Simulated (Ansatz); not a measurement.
Start from `ClB1N[SiH2]1` and change one atom or group to get `[TeH]B1N[SiH2]1`.

Ansatz, PBE0-D4/def2-TZVP geometries, multiplicity 1. 

Elements past krypton have def2 core potentials.

```csv
property,`ClB1N[SiH2]1`
HOMO–LUMO gap (ωB97M-V/def2-TZVPP) / eV,10.54
LUMO energy (B3LYP/def2-TZVPP) / eV,-0.71
zero-point energy (PBE0-D4/def2-TZVP) / kJ/mol,99.5
HOMO energy (PBE0/def2-TZVPP) / eV,-7.26
size of the dipole moment (ωB97M-V/def2-TZVPP) / D,1.74
size of the dipole moment (B3LYP/def2-TZVPP) / D,1.71
```

(1) What does the change do to each property? (Estimate.)

Answers

(1) The calculation gave: 
| property | `[TeH]B1N[SiH2]1` | shift |
| --- | --- | --- |
| HOMO–LUMO gap (ωB97M-V/def2-TZVPP) / eV | 9.71 | -0.83 |
| LUMO energy (B3LYP/def2-TZVPP) / eV | -0.85 | -0.14 |
| zero-point energy (PBE0-D4/def2-TZVP) / kJ/mol | 115.0 | 15.5 |
| HOMO energy (PBE0/def2-TZVPP) / eV | -6.55 | 0.71 |
| size of the dipole moment (ωB97M-V/def2-TZVPP) / D | 1.29 | -0.45 |
| size of the dipole moment (B3LYP/def2-TZVPP) / D | 1.21 | -0.50 |

With PBE0 the HOMO rises by 0.71 eV and the LUMO falls by 0.15 eV, so the gap narrows by about 0.86 eV. PBE moves the HOMO by 0.57 eV and ωB97M-V by 0.75 eV. The zero-point energy changes by 15.5 kJ/mol with +3 modes. Dipoles are sizes alone; their direction can turn.

B3LYP here is the variant with VWN-RPA as its local correlation; programs differ in this.

Spin–orbit coupling is left out; it splits and shifts lone-pair levels of the heavy atoms by tenths of an eV.
